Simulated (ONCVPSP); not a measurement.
# Zn: variants of one ONCV potential

Base potential:

| Property | Result |
| --- | --- |
| Element | zinc (Zn) |
| Generator | ONCVPSP 4.0.1 |
| Type | optimised norm-conserving Vanderbilt (ONCV) |
| Functional | PBEsol |
| Relativity | scalar-relativistic |
| Frozen core | [Ne] 3s2 |
| Valence charge | 18 |
| Reference configuration | 3p6 3d10 4s2 |
| Partial waves | 4s: rc 2.15 bohr, ncon 4, nbas 7, qcut 3.3 1/bohr, 1 projector; 3p: rc 0.85 bohr, ncon 4, nbas 8, qcut 15 1/bohr, 1 projector; 3d: rc 1.50 bohr, ncon 3, nbas 7, qcut 10.5 1/bohr, 2 projectors, debl 3.1 Ha; f scattering state at 0.25 Ha: rc 2.35 bohr, ncon 4, nbas 7, qcut 4.1 1/bohr, 2 projectors, debl 1.2 Ha |
| Local potential | polynomial inside 0.85 bohr (lpopt 5, dvloc0 6 Ha) |
| Core correction | Teter function, fcfact 1.75, rcfact 1.1 |

All-electron outer shells of the reference configuration (PBEsol, scalar-relativistic, ld1.x):

```json
{"shell": "3s", "level (eV)": "-128.92", "outermost node (bohr)": "0.28", "outermost maximum (bohr)": "0.59"}
{"shell": "3p", "level (eV)": "-83.26", "outermost node (bohr)": "0.25", "outermost maximum (bohr)": "0.59"}
{"shell": "3d", "level (eV)": "-10.17", "outermost node (bohr)": "–", "outermost maximum (bohr)": "0.56"}
{"shell": "4s", "level (eV)": "-6.00", "outermost node (bohr)": "0.85", "outermost maximum (bohr)": "2.09"}
```

Cutoffs, loose and tight: the cutoffs (Ha) at which the residual kinetic energy of the hardest occupied pseudo-wave falls to 1 and 0.1 mHa per electron. They do not see the model core or the augmentation charge, which bear on the density cutoff. Test errors are all-electron minus pseudo excitation energies from the reference, over the configurations 3p6 3d10 4s1; 3p6 3d10 4s0; 3p6 3d9 4s0; 3p5 3d10 4s2. A dash means not determined; rows that change the core or the reference have their own tests.

A true bound ghost makes a file unfit for plane-wave use even where its test errors are small: the radial tests pick states by their node count and pass the ghost by.

```
      change    outcome  cutoff, loose  cutoff, tight  bound ghosts  GHOST(+) flags above zero  largest test error (meV)
        base  generated          49 Ha          87 Ha             s                          f                      -438
 d: qcut 6.2  generated              –              –             s                          f                     -1015
 d: qcut 8.7  generated          49 Ha          87 Ha             s                          f                      -610
 d: qcut 9.8  generated          49 Ha          87 Ha             s                          f                      -498
d: qcut 10.8  generated          49 Ha          87 Ha             s                          f                      -414
d: qcut 11.9  generated          52 Ha          87 Ha             s                          f                      -335
d: qcut 15.5  generated          59 Ha          87 Ha             s                          f                      -263
```

Q: What comes out with this change to the base: d: qcut 13?

A: outcome: generated; cutoff, loose: 57 Ha; cutoff, tight: 87 Ha; bound ghosts: s; GHOST(+) flags above zero: f; largest test error (meV): -291.

Q: What comes out with this change to the base: d: qcut 14.2?

A: outcome: generated; cutoff, loose: 58 Ha; cutoff, tight: 87 Ha; bound ghosts: s; GHOST(+) flags above zero: f; largest test error (meV): -272.

Q: What comes out with this change to the base: d: qcut 7.5?

A: outcome: generated; bound ghosts: s; GHOST(+) flags above zero: f; largest test error (meV): -773.

Reading the sweep of the qcut of the d channel (base included, trends over the rows without a ghost): Bound ghosts are found at 6.2, 7.5, 8.7, 9.8, 10.5, 10.8, 11.9, 13, 14.2, 15.5 1/bohr. Every judged row has one, so this setting neither creates nor removes them.
